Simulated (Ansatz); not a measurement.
Reaction (ligand exchange at the Si–O bond): `BO[SiH2]N` + `N[Si](O)(F)F` → `N[SiH2]O[Si](N)(F)F` + `BO`

Calculated with Ansatz (gas phase, PBE0-D4/def2-TZVP geometries, no zero-point term in ΔE). CCSD(T)/CBS is the MP2 limit (def2-TZVPP, def2-QZVPP) plus CCSD(T) − MP2 in def2-TZVPP, frozen cores. This one scheme is used for every species. Functionals use def2-TZVPP. B3LYP here is the variant with VWN-RPA as its local correlation; programs differ in this. One conformer a species, not always the lowest.

```csv
level,ΔE (kJ/mol),difference from CCSD(T)/CBS
PBE-D4,-25.4,-1.2
r2SCAN-D4,-24.5,-0.3
PBE0-D4,-26.2,-2.0
B3LYP-D4,-28.2,-4.0
ωB97X-V,-24.6,-0.4
ωB97M-V,-24.8,-0.6
B2PLYP,-21.7,2.5
PBE,-20.4,3.8
r2SCAN,-22.8,1.4
PBE0,-21.5,2.7
B3LYP,-20.3,3.9
HF/def2-TZVPP,-20.1,4.1
MP2/def2-TZVPP,-23.2,1.0
SCS-MP2/def2-TZVPP,-22.3,1.9
CCSD/def2-TZVPP,-23.3,0.9
CCSD(T)/def2-TZVPP,-23.8,0.4
HF/def2-QZVPP,-20.6,3.6
MP2/def2-QZVPP,-23.5,0.7
SCS-MP2/def2-QZVPP,-22.7,1.5
HF/CBS(def2),-20.6,3.6
MP2/CBS(def2),-23.5,0.7
CCSD/CBS(def2),-23.7,0.5
CCSD(T)/CBS,-24.2,0
```

Largest T1 diagnostic among the species: 0.014.

In def2-TZVPP, CCSD(T) changes the Hartree–Fock value by −3.7 kJ/mol (the triples alone add −0.5 kJ/mol) and MP2 by −3.0 kJ/mol. The D4 term adds −7.9 kJ/mol with B3LYP and −4.7 kJ/mol with PBE0; it sums over pairs of atoms, weighted by their polarisabilities, and B3LYP, whose exchange is more repulsive, gets the larger term.
